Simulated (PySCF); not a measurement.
## XPS shifts beside NMR shieldings

C8H10P (charge +1).
Numbering: `[CH:1]#[C:2][CH2:3][PH+:4]1[CH:5]=[CH:6][CH2:7][CH:8]=[CH:9]1`

Binding energies: PySCF 2.14.0, delta-SCF UKS SCAN, pcX-2 on the ionised atom, pcseg-1 elsewhere, spin-free X2C. Shieldings: GIAO PBE0/pcSseg-1, non-relativistic, same geometry.

| atom | isotropic shielding (ppm) |
| --- | --- |
| C1 | 94.2 |
| C2 | 116.9 |
| C3 | 164.0 |
| C5 | 80.8 |
| C6 | 16.2 |
| C7 | 149.8 |

**Question.** What are the C 1s binding energies of these atoms?

**Answer.** 
```
atom                     environment  C 1s (eV)  isotropic shielding (ppm)
  C1          terminal alkyne carbon     294.13                       94.2
  C2                   alkyne carbon     294.62                      116.9
  C5                alkene CH carbon     295.16                       80.8
  C6                alkene CH carbon     295.53                       16.2
  C7                  allylic carbon     295.67                      149.8
  C3  sp3 carbon bound to phosphorus     296.07                      164.0
```

**Question.** Among the listed atoms, is the one with the highest binding energy also the least shielded?

**Answer.** No. The highest binding energy is at C3 (296.07 eV, shielding 164.0 ppm), the lowest shielding at C6 (16.2 ppm, 295.53 eV).

Over these 6 sites the two quantities correlate at r = 0.25. By binding energy: C1 < C2 < C5 < C6 < C7 < C3. By shielding: C6 < C5 < C1 < C2 < C7 < C3.

Of atoms equivalent by bonding only the ionised one is listed; its partners' own values can differ in this conformer. The unrestricted hole states depart most from a pure doublet (⟨S²⟩ = 0.75; over 0.85 named) for C 1s of C2 (0.86) and C 1s of C6/C8 (0.86), which makes these values less certain. The species carries charge +1, so core ionisation leaves charge +2. The structure is a single PBE0-D3(BJ)/def2-SVP conformer in the gas phase; no vibrational or solvent corrections.

Conformer computed: `[CH:1]#[C:2][CH2:3][PH+:4]1[CH:5]=[CH:6][CH2:7][CH:8]=[CH:9]1`: C2–C3–P4–C5 -61°.
